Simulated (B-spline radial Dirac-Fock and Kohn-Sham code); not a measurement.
L-shell conversion coefficients of Rh against transition energy

Level of theory: a Dirac-Hartree-Slater potential of the neutral atom with a Latter tail (no hole, which puts coefficients of high multipoles low close above an edge), finite nucleus with surface currents; an atomic code on a B-spline grid. Subshells within 1 keV of threshold and pair formation are left out.

```tsv
energy (keV)	E1	E2	E4	M2	M3	M5
11.7	7.59	6510	1.79e+08	5700	1.64e+06	2.26e+10
20	1.65	443	4.98e+06	479	57400	3.06e+08
24.5	0.923	162	1.26e+06	191	16800	6.07e+07
30.1	0.510	59.3	309000	76.6	4960	1.19e+07
37.3	0.274	21.1	71200	29.9	1430	2.23e+06
41.3	0.204	13.0	35500	19.3	800	1.01e+06
48.8	0.126	5.95	11300	9.45	314	281000
50	0.117	5.32	9600	8.53	274	234000
54.6	0.0905	3.55	5270	5.89	169	120000
68.1	0.0475	1.30	1170	2.35	51.2	22900
68.5	0.0467	1.27	1130	2.30	49.6	22000
68.8	0.0461	1.25	1090	2.26	48.5	21300
69.1	0.0455	1.22	1060	2.22	47.4	20600
100	0.0154	0.245	88.6	0.503	6.98	1410
176	0.00298	0.0245	2.29	0.0593	0.453	29.3
200	0.00207	0.0150	1.04	0.0374	0.253	12.8
298	0.000683	0.00343	0.100	0.00945	0.0448	1.09
314	0.000594	0.00285	0.0752	0.00795	0.0360	0.802
344	0.000466	0.00208	0.0459	0.00590	0.0248	0.473
500	0.000181	0.000620	0.00710	0.00183	0.00586	0.0619
568	0.000134	0.000425	0.00400	0.00125	0.00369	0.0325
672	9.15e-05	0.000264	0.00198	0.000769	0.00205	0.0145
915	4.79e-05	0.000120	0.000626	0.000329	0.000749	0.00367
1000	4.03e-05	9.72e-05	0.000465	0.000260	0.000569	0.00254
1020	3.88e-05	9.29e-05	0.000435	0.000247	0.000536	0.00235
1110	3.30e-05	7.66e-05	0.000333	0.000199	0.000416	0.00168
2000	1.22e-05	2.31e-05	6.61e-05	4.83e-05	8.28e-05	0.000214
2180	1.06e-05	1.97e-05	5.38e-05	3.99e-05	6.67e-05	0.000164
```

Question: How fast do they fall between 1110 and 2180 keV?

Answer: As powers of the energy: E1 E^-1.68, E2 E^-2.01, E4 E^-2.70, M2 E^-2.38, M3 E^-2.71, M5 E^-3.44. Within one type (E or M) the higher multipoles fall faster.

Values without a named source are computed, but for edge energies of neutral atoms, which are taken from tables.
